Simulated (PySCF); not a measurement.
CH4, charge +1, doublet, geometry from GFN2-xTB (a state made from the parent by changing its charge; the spin is typed, not shown lowest), atoms displaced at random by about 0.03 Å a coordinate; TPSS/def2-TZVP, gradient by finite differences in PySCF.

PySCF was given this input:
```python
from pyscf import gto, scf, dft

mol = gto.Mole()
mol.atom = '''
    C     0.025989    0.014359    0.036353
    H    -0.865869   -0.140161   -0.692314
    H     0.134273    1.107723   -0.212665
    H    -0.308456   -0.592446    0.920777
    H     1.045486   -0.430877   -0.079917
'''
mol.basis = 'def2-tzvp'
mol.charge = 1
mol.spin = 1
mol.verbose = 4
mol.build()

mf = dft.UKS(mol)
mf.xc = 'tpss'
mf.conv_tol = 1e-11
mf.kernel()
scan, done = mf.as_scanner(), []
scan.scf_summary = {}
def energy(d):
    c = mol.atom_coords()
    c[4, 0] += d
    e = scan(mol.set_geom_(c, unit='Bohr', inplace=False))
    done.append(scan.converged)
    return e
h = 1e-5
fd = (energy(h) - energy(-h)) / (2 * h)
print('dE/dx =', fd)
```

### Question
Predict the main parts of the log of this PySCF run.

### Answer

```
PySCF version 2.14.0

[INPUT] verbose = 4
[INPUT] num. atoms = 5
[INPUT] num. electrons = 9
[INPUT] charge = 1
[INPUT] spin (= nelec alpha-beta = 2S) = 1
[INPUT] symmetry False subgroup None
[INPUT] Mole.unit = angstrom
[INPUT] Symbol           X                Y                Z      unit          X                Y                Z       unit  Magmom
[...]
nuclear repulsion = 12.9540368055014
number of shells = 27
number of NR pGTOs = 78
number of NR cGTOs = 55
basis = def2-tzvp
ecp = {}

******** <class 'pyscf.dft.uks.UKS'> ********
method = UKS
initial guess = minao
damping factor = 0
level_shift factor = 0
DIIS = <class 'pyscf.scf.diis.CDIIS'>
diis_start_cycle = 1
diis_space = 8
diis_damp = 0
SCF conv_tol = 1e-11
SCF conv_tol_grad = None
SCF max_cycles = 50
direct_scf = True
direct_scf_tol = 1e-13
number electrons alpha = 5  beta = 4
XC library pyscf.dft.libxc version 7.1.2
    S. Lehtola, C. Steigemann, M. J. T. Oliveira, and M. A. L. Marques,  SoftwareX 7, 1–5 (2018)
XC functionals = tpss
    J. Tao, J. P. Perdew, V. N. Staroverov, and G. E. Scuseria,  Phys. Rev. Lett. 91, 146401 (2003)
    J. P. Perdew, J. Tao, V. N. Staroverov, and G. E. Scuseria,  J. Chem. Phys. 120, 6898 (2004)
    J. Tao, J. P. Perdew, V. N. Staroverov, and G. E. Scuseria,  Phys. Rev. Lett. 91, 146401 (2003)
    J. P. Perdew, J. Tao, V. N. Staroverov, and G. E. Scuseria,  J. Chem. Phys. 120, 6898 (2004)
radial grids:
    Treutler-Ahlrichs [JCP 102, 346 (1995); DOI:10.1063/1.469408] (M4) radial grids

becke partition: Becke, JCP 88, 2547 (1988); DOI:10.1063/1.454033
pruning grids: <function nwchem_prune>
grids dens level: 3
symmetrized grids: False
atomic radii adjust function: <function treutler_atomic_radii_adjust>
small_rho_cutoff = 0
Set gradient conv threshold to 3.16228e-06
tot grids = 53352
init E= -40.2576401860951

cycle= 1 E= -40.0652169640627  delta_E= 0.192  |g|= 0.102  |ddm|= 0.856
cycle= 2 E= -40.0717565156379  delta_E= -0.00654  |g|= 0.0541  |ddm|= 0.135
cycle= 3 E= -40.0730022228405  delta_E= -0.00125  |g|= 0.0287  |ddm|= 0.0488
cycle= 4 E= -40.0734305771336  delta_E= -0.000428  |g|= 0.00232  |ddm|= 0.0163
cycle= 5 E= -40.0734329760478  delta_E= -2.4e-06  |g|= 0.00153  |ddm|= 0.00279
cycle= 6 E= -40.0734347479396  delta_E= -1.77e-06  |g|= 0.000207  |ddm|= 0.00125
cycle= 7 E= -40.0734347888675  delta_E= -4.09e-08  |g|= 8.57e-05  |ddm|= 0.000242
cycle= 8 E= -40.0734347952107  delta_E= -6.34e-09  |g|= 3.72e-05  |ddm|= 9.88e-05
[...]
converged SCF energy = -40.0734347965085  <S^2> = 0.75305098  2S+1 = 2.0030487
converged SCF energy = -40.0734348753792  <S^2> = 0.75305097  2S+1 = 2.0030486
[...]

WARN: Mole.unit (angstrom) is changed to Bohr

New geometry
   1 C      0.025989000000   0.014359000000   0.036353000000 AA    0.049112092251   0.027134577423   0.068697213806 Bohr
   2 H     -0.865869000000  -0.140161000000  -0.692314000000 AA   -1.636255269751  -0.264865903345  -1.308283852202 Bohr
   3 H      0.134273000000   1.107723000000  -0.212665000000 AA    0.253739195924   2.093293091882  -0.401878606281 Bohr
   4 H     -0.308456000000  -0.592446000000   0.920777000000 AA   -0.582897361479  -1.119560683594   1.740016351799 Bohr
   5 H      1.045480708228  -0.430877000000  -0.079917000000 AA    1.975672207067  -0.814239523374  -0.151021242697 Bohr

******** <class 'pyscf.scf.hf.UKS_Scanner'> ********
method = UKS_Scanner
initial guess = minao
damping factor = 0
level_shift factor = 0
DIIS = <class 'pyscf.scf.diis.CDIIS'>
diis_start_cycle = 1
diis_space = 8
diis_damp = 0
SCF conv_tol = 1e-11
SCF conv_tol_grad = None
SCF max_cycles = 50
direct_scf = True
direct_scf_tol = 1e-13
number electrons alpha = 5  beta = 4
XC library pyscf.dft.libxc version 7.1.2
    S. Lehtola, C. Steigemann, M. J. T. Oliveira, and M. A. L. Marques,  SoftwareX 7, 1–5 (2018)
XC functionals = tpss
    J. Tao, J. P. Perdew, V. N. Staroverov, and G. E. Scuseria,  Phys. Rev. Lett. 91, 146401 (2003)
    J. P. Perdew, J. Tao, V. N. Staroverov, and G. E. Scuseria,  J. Chem. Phys. 120, 6898 (2004)
    J. Tao, J. P. Perdew, V. N. Staroverov, and G. E. Scuseria,  Phys. Rev. Lett. 91, 146401 (2003)
    J. P. Perdew, J. Tao, V. N. Staroverov, and G. E. Scuseria,  J. Chem. Phys. 120, 6898 (2004)
radial grids:
    Treutler-Ahlrichs [JCP 102, 346 (1995); DOI:10.1063/1.469408] (M4) radial grids

becke partition: Becke, JCP 88, 2547 (1988); DOI:10.1063/1.454033
pruning grids: <function nwchem_prune>
grids dens level: 3
symmetrized grids: False
atomic radii adjust function: <function treutler_atomic_radii_adjust>
small_rho_cutoff = 0
Set gradient conv threshold to 3.16228e-06
tot grids = 53352
init E= -40.0734389678159
cycle= 1 E= -40.0734347176064  delta_E= 4.25e-06  |g|= 2.9e-06  |ddm|= 4.45e-06
cycle= 2 E= -40.073434717607  delta_E= -6.11e-13  |g|= 3.24e-06  |ddm|= 4.29e-06
cycle= 3 E= -40.0734347176132  delta_E= -6.15e-12  |g|= 2.76e-07  |ddm|= 1.97e-06
Extra cycle  E= -40.0734347176132  delta_E= -8.53e-14  |g|= 1.28e-07  |ddm|= 2.85e-07
converged SCF energy = -40.0734347176132  <S^2> = 0.75305099  2S+1 = 2.0030487
dE/dx = -0.00788829837006233
```
